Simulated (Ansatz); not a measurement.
`[F][GeH2][Cl]`. The species carries charge 0 and has multiplicity 1. Geometry: relaxed with PBE0-D4/def2-TZVP.

```xyz
5

F    -0.295    0.995   -1.334
Ge   -0.006    0.100    0.117
Cl    0.286   -1.928   -0.473
H    -1.274    0.197    0.965
H     1.289    0.637    0.725
```

(1) What is the dipole moment at r2SCAN/def2-TZVPP? (Estimate.)

(2) And with PBE, B3LYP, ωB97M-V? (Best estimate.)

(3) Give the Mulliken charges with r2SCAN, ωB97M-V, B3LYP in def2-TZVPP. (Best estimate.)

## Answers

(1) The calculation gave: 2.21 D, with components (0.11, 0.54, 2.14) D in this frame, pointing from negative to positive charge.

(2) Computed: PBE 2.11 D, B3LYP 2.25 D, ωB97M-V 2.27 D.

(3) The calculation gave: 
```csv
atom,r2SCAN,ωB97M-V,B3LYP
F1,-0.36,-0.37,-0.37
Ge2,0.66,0.58,0.63
Cl3,-0.29,-0.26,-0.28
H4,0.00,0.03,0.01
H5,0.00,0.03,0.01
```

B3LYP here is the variant with VWN-RPA as its local correlation; programs differ in this.
